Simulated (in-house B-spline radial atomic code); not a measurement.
One electron outside the 1s2 core: N4+

Computed with an all-electron radial atomic-structure program (B-spline basis), no-pair Dirac-Coulomb Hamiltonian, finite nucleus. Rungs: frozen-core Dirac-Hartree-Fock (DHF); Brueckner orbitals from the second-order correlation potential; the same with the Coulomb interaction screened by the core and the hole-particle interaction summed; Breit and QED terms from differences of relaxed Dirac-Fock atoms, where computed. Partial waves beyond l = 6 are extrapolated. The tables show a selection of states; those near core-excited levels, with erratic corrections or far from their DHF start are never shown.

Removal energies (eV):

```
state      DHF  second order  screened  Breit + QED    final
2s1/2  97.7698       97.8921   97.8977     -0.00959  97.8881
3s1/2  41.3073       41.3388   41.3403     -0.00263  41.3377
3p1/2  38.5992       38.6559   38.6574     -0.00291  38.6545
3p3/2  38.5883       38.6447   38.6462     -0.00117  38.6451
3d3/2  37.8166             ?         ?            ?        ?
3d5/2  37.8138       37.8294   37.8304    -1.19e-05  37.8304
4s1/2  22.7006       22.7129   22.7134            -        -
4p1/2  21.6004       21.6226   21.6232            -        -
4p3/2  21.5958       21.6179   21.6185            -        -
4d3/2  21.2718       21.2788   21.2792     -2.7e-05  21.2792
4d5/2  21.2706             ?         ?            ?        ?
4f5/2    21.26       21.2613   21.2614            -        -
4f7/2  21.2594       21.2608   21.2608            -        -
5s1/2  14.3331       14.3391   14.3394            -        -
```

(1) What does correlation do to 3d3/2?

(2) What does correlation do to 4d5/2?

(3) How does the lowest state compare with the NIST ionisation energy?

Electric-dipole lines from 2s1/2 (reduced matrix elements in atomic units, length form, static core polarisation, sign of DHF taken positive):

```
upper     DHF  + core polarisation  + Brueckner  λ (nm)   A (s⁻¹)
3p1/2  0.3287               0.3299       0.3311  20.931  1.21e+10
3p3/2  0.4642               0.4659       0.4676  20.928  1.21e+10
```

Magnetic hyperfine constants per unit nuclear g factor (MHz, nucleus as a uniformly magnetised ball; they apply to isotopes with nuclear spin):

```csv
state,DHF,+ core polarisation,+ Brueckner
2s1/2,6253,6967,6999
3s1/2,1733,1919,1925
3p1/2,480.5,525.2,527.6
4s1/2,708.2,782.7,784.9
4p1/2,200.9,218.7,219.5
5s1/2,355.8,392.9,393.9
```

(4) What is the static scalar polarisability of 2s1/2?

## Answers

(1) It adds 0.01564 eV to the removal energy in second order and 0.01657 eV with screening; Breit and QED add -4.63e-05 eV, for a final 37.8332 eV.

(2) It adds 0.007012 eV to the removal energy in second order and 0.007438 eV with screening; Breit and QED add -6.19e-06 eV, for a final 21.278 eV.

(3) 2s1/2 is bound by 97.888 eV, without recoil; NIST lists 97.8901 ± 0.0004 eV (measured), a difference of -0.002 eV.

(4) 1.814 bohr³: 0.004633 from the core and 1.809 from the valence electron, Pauli blocking included.
